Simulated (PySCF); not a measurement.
Predicted microwave data (PBE0-D3(BJ)/def2-SVP geometry optimisation, gas phase in PySCF) for one isomer of C3H7FOSi:

* Rotational constants: A = 5238, B = 2195, C = 1723 MHz
* Dipole components: |μa| = 1.37 D, |μb| = 0.47 D, |μc| = 1.12 D
* Inertial defect: -33.35 u·Å²
* κ: -0.73

Task: Which structure is it? (One computed conformer of each.)
A. `[F:1][CH2:2]/[CH:3]=[CH:4]\[O:5][SiH3:6]` with F1–C2–C3–C4 125°, C3–C4–O5–Si6 -161°
B. `[CH3:1][O:2][C@@:3]1([F:4])[CH2:5][SiH2:6]1` with C1–O2–C3–F4 -67°
C. `[F:1][C@@H:2]1[CH2:3][C@@H:4]1[O:5][SiH3:6]` with C3–C4–O5–Si6 -116°
D. `[CH2:1]=[C:2]([CH2:3][F:4])[SiH2:5][OH:6]` with C1–C2–C3–F4 -146°, C1–C2–Si5–O6 118°, C2–Si5–O6–H 41°

Result: C. It is F[C@@H]1C[C@@H]1O[SiH3], an asymmetric top, point group C1. The candidates at the same level (rigid rotor, commonest isotopes):

```csv
SMILES,A (MHz),B (MHz),C (MHz),μa (D),μb (D),μc (D),Δ (u·Å²),point group,rotor
CO[C@@]1(F)C[SiH2]1,5020,2120,1886,0.09,1.12,1.20,-71.09,C1,asymmetric top
C=C(CF)[SiH2]O,3298,2573,1627,2.67,0.72,0.40,-38.91,C1,asymmetric top
F[C@@H]1C[C@@H]1O[SiH3],5238,2195,1723,1.37,0.47,1.12,-33.35,C1,asymmetric top
FC/C=C\O[SiH3],8653,1075,1012,2.46,0.99,0.47,-29.07,C1,near-prolate asymmetric top
```

`FC/C=C\O[SiH3]` has A 65 % too high; `C=C(CF)[SiH2]O` has A 37 % too low; `CO[C@@]1(F)C[SiH2]1` has C 9 % too high. No structure here is proved a minimum.
